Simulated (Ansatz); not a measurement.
Two isomers of C2H7ClO2Si2: A = `O[SiH](O)/C=C\[SiH2]Cl`, B = `C=C[Si](O)(Cl)O[SiH3]`.

Isolated molecules relaxed with PBE0-D4/def2-TZVP in Ansatz; ΔE leaves out vibrations. CCSD(T)/CBS is the MP2 limit (def2-TZVPP, def2-QZVPP) plus CCSD(T) − MP2 in def2-TZVPP, frozen cores. Functionals use def2-TZVPP. B3LYP here is the variant with VWN-RPA as its local correlation; programs differ in this. Each species was taken in one conformer, which may not be the lowest.

(1) Which is lower in electronic energy at CCSD(T)/CBS, and by how much? (Estimate.)

(2) Give E(B) − E(A) in kcal/mol with PBE-D4, B3LYP, B2PLYP, HF/def2-TZVPP, MP2/def2-TZVPP, ωB97M-V, B3LYP-D4. (Best estimate.)

Largest T1 diagnostic: 0.011.

Answers

(1) Computed: B, by 29.4 kcal/mol.

(2) Ansatz gave: PBE-D4 -25.7, B3LYP -30.0, B2PLYP -30.1, HF/def2-TZVPP -35.6, MP2/def2-TZVPP -29.5, ωB97M-V -28.9, B3LYP-D4 -30.1. None reverses the order clearly.

In def2-TZVPP, CCSD(T) changes the Hartree–Fock value by +6.0 kcal/mol (the triples alone add +0.9 kcal/mol) and MP2 by +6.0 kcal/mol. From PBE to PBE0 (25 % exact exchange), in def2-TZVPP and without D4, E(B) − E(A) moves by −1.7 kcal/mol.
